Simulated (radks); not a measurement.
Ionisation ladder of arsenic, from As XXVI to As XXIX. Each ion is in the ground configuration listed by NIST, and IE = E(next ion) - E(this ion). Method: scalar-relativistic Kohn-Sham, PBEsol, spin-polarised, spherical densities, point nucleus; open shells are filled with parallel spins first; computed with a radial shooting solver on a logarithmic mesh with Libxc functionals.

species,configuration,E (hartree),"IE, Delta-SCF (eV)",-e(HOMO) (eV),HOMO,"IE, NIST (eV)",kind,error (eV)
As XXVI,[He] 2s2 2p4,-1748.07574,2618.7,2557.0,2p down,2626,semi-emp.,-7.3
As XXVII,[He] 2s2 2p3,-1651.83892,2792.3,2725.2,2p up,2766,semi-emp.,+26.3
As XXVIII,[He] 2s2 2p2,-1549.22362,2927.4,2860.3,2p up,2938,semi-emp.,-10.6
As XXIX,[He] 2s2 2p1,-1441.64288,3061.0,2995.1,2p up,3088,semi-emp.,-27.1

Reference values: NIST Atomic Spectra Database (exp. = measured, semi-emp. = semi-empirical, theory = theoretical value adopted there). The ionisation energy per charge of the ion left behind rises most, in proportion, at As XXVII ([He] 2s2 2p3), from 100.72 to 103.42 eV. Against the entries that are not theoretical the mean signed error is -0.1 % and the largest +1.0 %. Open shells are spherical and high-spin; term and fine-structure splittings are not resolved.
